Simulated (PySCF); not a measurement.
CdCl₂, SMILES [Cd]([Cl])[Cl]. Geometry optimised at PBE-D3(BJ)/def2-TZVP. The isomer is the one that the SMILES or the coordinates give; other isomers of the formula were not compared. The def2 effective core potentials stand for the cores of Cd; spin–orbit coupling is left out.

Level of theory: PySCF 2.14.0 with PBE-D3(BJ)/def2-TZVP.

Harmonic wavenumbers (cm⁻¹): 86, 86, 317, 409. Rotational constants (GHz): 1.375 (linear); symmetry number 2.

Problem. Work out the zero-point energy and the ideal-gas rigid-rotor harmonic-oscillator thermochemistry at 298.15 K and 1 atm.

Solution. ZPE = ½ Σ hcν = ½ × 898 cm⁻¹ = 1.28 kcal/mol. H − E(el) = 4.75 kcal/mol. Entropy in cal/(mol K): translation 41.52, rotation 17.33, vibration 9.75, total 68.61. G − E(el) = -15.70 kcal/mol. Cp = 13.97 cal/(mol K). Modes under 150 cm⁻¹ make the vibrational entropy uncertain.
